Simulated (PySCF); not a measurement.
Compound: C3H9Al.
Atom-mapped SMILES: `[CH3:1][CH2:2][CH2:3][AlH2:4]` (hydrogens: H5, H6, H7 on C1; H8, H9 on C2; H10, H11 on C3; H12, H13 on Al4)

The calculation used PySCF 2.14.0, PBE0-D3(BJ)/def2-SVP geometry optimisation, gas phase.

**Question.** What internal coordinates does the optimisation give?

**Answer.** 
| bond | length (Å) | order |
| --- | --- | --- |
| C1–C2 | 1.522 | single |
| C2–C3 | 1.530 | single |
| C3–Al4 | 1.967 | single |
| C1–H5, C1–H6, C1–H7 | 1.103 | single |
| C2–H8, C2–H9 | 1.104 | single |
| C3–H10, C3–H11 | 1.108 | single |
| Al4–H12, Al4–H13 | 1.596 | single |

Bonds in one row agree within 0.01 Å and their mean is given. Orders are formal, as drawn. A selection of angles:
| angle | degrees |
| --- | --- |
| C2–C1–H5 | 111.2 |
| H5–C1–H6 | 107.0 |
| C1–C2–C3 | 112.7 |
| C1–C2–H8 | 109.0 |
| C3–C2–H8 | 109.7 |
| H8–C2–H9 | 105.7 |
| C2–C3–Al4 | 115.6 |
| C2–C3–H10 | 110.5 |
| Al4–C3–H10 | 109.4 |
| Al4–C3–H11 | 106.1 |
| H10–C3–H11 | 104.5 |
| C3–Al4–H12 | 121.1 |
| C3–Al4–H13 | 120.0 |
| H12–Al4–H13 | 118.9 |

Dihedral angles: C1–C2–C3–Al4 63° (synclinal). The mirror-image conformer, all signs reversed, is as good.

Al4 (aluminium bonded to C and 2 H) is planar (angles 121.1°, 120.0° and 118.9°, sum 359.9°, 0.02 Å off the plane of its three neighbours).

Point group: C1 (no symmetry element, even within 0.4 Å). Whether it is a minimum is left open (no frequencies). One conformer, not necessarily the lowest (C1–C2–C3–Al4 63°, C2–C3–Al4–H -154° and 28°).

Time: 19 s of wall time; peak memory 0.53 GiB. Hardware: one thread, Arm Neoverse V1 (aarch64), no GPU, shared host with 32 logical CPUs at a one-minute load of 8.3. That covers the optimisation of the geometry.
